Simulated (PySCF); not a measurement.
PySCF job for CHI2, SMILES I[CH]I (connectivity only; charge and spin as stated), charge +1, multiplicity 1, PBE-D3(BJ)/def2-SVP. Geometry optimised at PBE-D3(BJ)/def2-SVP. The spin state was assumed, not searched. The isomer is the one that the SMILES or the coordinates give; other isomers of the formula were not compared. The def2 effective core potentials stand for the cores of I; spin–orbit coupling is left out.

```python
import numpy as np
from pyscf import gto, scf, dft, df
from pyscf.hessian import thermo

mol = gto.M(
    atom='''
    I     0.00000000   -1.80723727    0.06412543
    C    -0.00000000   -0.00000000   -0.81278212
    I     0.00000000    1.80723727    0.06412543
    H     0.00000000   -0.00000000   -1.92060284
    ''',
    basis='def2-SVP',
    ecp={'I': 'def2-svp'},
    charge=1,
    spin=0,
    max_memory=1600,
    verbose=3,
)
mf = dft.RKS(mol, xc='pbe').density_fit(auxbasis='def2-universal-jkfit')
mf.disp = 'd3bj'
mf.grids.level = 3
mf.conv_tol = 1e-11
mf.max_cycle = 100
mf.kernel()

# [left out here: the lines that compute and print the analytic Hessian (its translational invariance restored by hand, since the grid's response is missing), thermochemistry and intensities]
```

It prints:

```
converged SCF energy = -633.662483052272

WARN: DFTD3 does not support analytical Hessian, using finite difference


WARN: Mole.unit (angstrom) is changed to Bohr

Mode                                 0                   1                   2
Irrep
Freq [cm^-1]                      146.8417            533.7252            689.9608
Reduced mass [au]                  52.3759              7.1575              1.3973
Force const [Dyne/A]                0.6654              1.2013              0.3919
Char temp [K]                     211.2726            767.9117            992.7000
Normal mode                   x     y     z       x     y     z       x     y     z
       0   I                -0.00 -0.06 -0.00   -0.00  0.02 -0.01   -0.00 -0.00  0.00
       1   C                 0.00  0.00  0.08    0.00  0.00  0.26    0.16 -0.00 -0.00
       2   I                -0.00  0.06 -0.00   -0.00 -0.02 -0.01   -0.00  0.00  0.00
       3   H                -0.00  0.00  0.08   -0.00  0.00  0.27   -0.83  0.00 -0.00
Mode                                 3                   4                   5
Irrep
Freq [cm^-1]                      791.1133           1145.9703           3100.3204
Reduced mass [au]                   5.5001              1.1348              1.0902
Force const [Dyne/A]                2.0281              0.8780              6.1739
Char temp [K]                    1138.2359           1648.7961           4460.6708
Normal mode                   x     y     z       x     y     z       x     y     z
       0   I                -0.00 -0.01  0.01    0.00  0.00  0.00    0.00  0.00 -0.00
       1   C                 0.00  0.26 -0.00   -0.00 -0.10  0.00   -0.00  0.00  0.08
       2   I                -0.00 -0.01 -0.01    0.00  0.00 -0.00    0.00 -0.00 -0.00
       3   H                -0.00  0.34 -0.00    0.00  0.93 -0.00    0.00 -0.00 -0.95
temperature 298.1500 [K]
pressure 101325.00 [Pa]
Rotational constants [GHz] 40.05214 0.60965 0.60051
Symmetry number 2
Zero-point energy (ZPE) 0.01460 [Eh]   38327.944 [J/mol]
                           tot       elec      trans        rot        vib
Entropy [J/mol/K]       303.874      0.000    178.420    109.235     16.218
Cv [J/mol/K]             45.188      0.000     12.472     12.472     20.245
Cp [J/mol/K]             53.503      0.000     20.786     12.472     20.245
Internal energy [J/mol]                      3718.434   3718.434  41131.250
Internal energy [Eh]   -633.64398  -633.66248
Enthalpy [J/mol]                             6197.391   3718.434  41131.250
Enthalpy [Eh]          -633.64304
Gibbs free energy [J/mol]                  -46998.596 -28850.128  36295.833
Gibbs free energy [Eh] -633.67755
mode   freq/cm-1   IR/(km/mol)
   1      146.84         0.002
   2      533.73         0.798
   3      689.96        53.308
   4      791.11       190.472
   5     1145.97        37.862
   6     3100.32        45.798
max |gradient| / (hartree/bohr): 1.9225951552605563e-05
APT charges: [0.208  0.4453 0.208  0.1386]
```

Self-consistency was reached.
